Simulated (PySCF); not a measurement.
WO2(SMe)2, C₂H₆O₂S₂W (singlet state).
Bonds: W1–O2, W1–O3, W1–S4, W1–S9, S4–C5, S9–C10. Hydrogens: H6, H7, H8 on C5; H11, H12, H13 on C10.

Method: PBE0-D3(BJ)/def2-SVP geometry optimisation, gas phase, def2 core potentials past Kr in PySCF 2.14.0; density fitting, grid level 1; the optimiser is geomeTRIC in internal coordinates, started from a GFN2-xTB structure with every atom displaced at random (about 0.03 Å).

Step 0: E = -29739.3837 eV
```
atom  x, y, z in Å  |  force x, y, z in eV/Å
W1      0.2424   -0.6248    0.8590  -10.179   0.728  -0.490
O2      0.2256   -0.4743    2.5133    1.590   0.136   4.185
O3      1.5547   -0.5439   -0.0557    8.456   0.139  -3.674
S4     -0.8045    1.4289    0.1331   -0.986  -1.621  -0.382
C5      0.4157    2.4135    0.9119    1.946   0.406   0.911
H6      0.3599    2.3036    2.0193    0.234   0.041  -0.442
H7      0.2613    3.4698    0.6932   -0.176   0.316  -0.241
H8      1.4445    2.1382    0.5329   -0.714   0.357   0.490
S9     -1.1748   -2.2670    0.1304    0.173  -0.337  -0.832
C10    -0.6699   -2.0162   -1.6574   -2.946   1.375   1.130
H11    -0.7763   -0.9567   -1.9179   -0.010   0.016  -0.056
H12    -1.3226   -2.5884   -2.2886   -0.847  -0.475  -0.297
H13     0.2746   -2.3347   -1.8514    3.458  -1.081  -0.303
```

Step 1: E = -29740.5048 eV
```
atom  x, y, z in Å  |  force x, y, z in eV/Å
W1      0.2102   -0.6162    0.8493   -0.590   1.379  -0.186
O2      0.2686   -0.5270    2.5751    0.580  -0.310  -1.083
O3      1.7123   -0.5913   -0.0064   -0.408  -0.298   1.008
S4     -0.7882    1.4463    0.1473   -0.212  -1.183   0.034
C5      0.4253    2.4848    0.9482    1.030   0.493   0.486
H6      0.3685    2.3931    2.0485    0.075  -0.068  -0.207
H7      0.2323    3.5362    0.7038   -0.176   0.058  -0.172
H8      1.4554    2.2502    0.5989   -0.367   0.069   0.192
S9     -1.2073   -2.2596    0.0753    0.246  -0.064  -0.447
C10    -0.7151   -2.0664   -1.7092   -0.858   0.354   0.402
H11    -0.8102   -1.0158   -2.0092    0.033   0.012  -0.052
H12    -1.3997   -2.6638   -2.3108   -0.343  -0.160  -0.011
H13     0.2787   -2.4225   -1.8885    0.989  -0.281   0.037
```

Question: Estimate the geometry and energy of step 2. (The exact step hangs on the optimiser's Hessian estimate; all steps are aligned on step 1, rigid shifts and turns removed.)

Answer: E = -29740.7637 eV, largest force 0.521 eV/Å
```
atom  x, y, z in Å  |  force x, y, z in eV/Å
W1      0.1516   -0.5621    0.8151    0.404  -0.081  -0.264
O2      0.3226   -0.6296    2.5085    0.054  -0.080   0.087
O3      1.6984   -0.6372    0.0715   -0.376  -0.049   0.262
S4     -0.7896    1.4770    0.2337   -0.136   0.154  -0.025
C5      0.4536    2.5639    0.9949    0.151   0.490   0.092
H6      0.4573    2.4664    2.0889   -0.044  -0.079   0.004
H7      0.1836    3.6007    0.7415   -0.056  -0.086  -0.020
H8      1.4611    2.3724    0.6059    0.036  -0.100  -0.065
S9     -1.2472   -2.2144    0.0110    0.010  -0.103  -0.081
C10    -0.7275   -2.1234   -1.7512   -0.089  -0.128   0.070
H11    -0.7940   -1.0946   -2.1275    0.031  -0.011  -0.052
H12    -1.4328   -2.7570   -2.3085    0.048   0.046   0.009
H13     0.2934   -2.5142   -1.8617   -0.033   0.028  -0.017
```

The energy changes by -0.2589 eV. The first-order estimate −F·Δx gives -0.4759 eV and the mean of the old and new forces, exact on a quadratic surface, -0.2593 eV. The step makes an angle of 68° with the force vector and moves no atom by more than 0.143 Å.

The cost below is that of the whole optimisation. On an Arm Neoverse V1 with one thread (shared host), this took 2.8 min wall and 0.60 GiB of memory at its peak.
